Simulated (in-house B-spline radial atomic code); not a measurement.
Successive ionisation energies of phosphorus; each step leads to the configuration of the next row (after the last: [He] 2s2 2p3). Dirac energy differences include first-order Breit, QED and recoil terms. NIST's values go from ground level to ground level; the uncertainty of those that are theory runs from under 0.1 % in few-electron ions to several per cent in heavy many-electron ones. Computed with a B-spline radial code for spherical atoms: Dirac-Hartree-Fock, average of the configuration, finite nuclei.

```csv
ion,configuration,ionisation energy (eV),tabulated value (eV),tabulated kind,computed minus tabulated (eV),highest orbital,largest mean radius (bohr)
P,[Ne] 3s2 3p3,8.8,10.48669,measured,-1.7,3p3/2,2.3717
P+,[Ne] 3s2 3p2,18.5,19.76949,semi-empirical,-1.3,3p3/2,2.1482
P2+,[Ne] 3s2 3p1,29.4,30.20264,measured,-0.8,3p3/2,1.9851
P3+,[Ne] 3s2,?,?,measured,?,?,?
P4+,[Ne] 3s1,64.6,65.02511,measured,-0.5,3s1/2,1.6133
P5+,[He] 2s2 2p6,?,?,semi-empirical,?,?,?
P6+,[He] 2s2 2p5,265.2,263.57,semi-empirical,1.7,2p3/2,0.4992
P7+,[He] 2s2 2p4,314.3,309.6,semi-empirical,4.7,2p3/2,0.48736
```

Question: Fill in the row of P3+.

Answer: ionisation energy (eV): 49.8; tabulated value (eV): 51.44387; computed minus tabulated (eV): -1.6; highest orbital: 3s1/2; largest mean radius (bohr): 1.6919.

Question: Fill in the row of P5+.

Answer: ionisation energy (eV): 219.1; tabulated value (eV): 220.43; computed minus tabulated (eV): -1.3; highest orbital: 2p3/2; largest mean radius (bohr): 0.51148.

Question: Where is the largest jump?

Answer: From P4+ to P5+, by a factor of 3.39 (64.569 to 219.15 eV); the highest orbital goes from 3s1/2 to 2p3/2.

Where a p, d or f electron is removed, the computed value is a mean over both j, so it misses the tabulated one by a part of the spin-orbit splitting; averaging over terms and missing correlation add to the gap, relatively most at low charge.
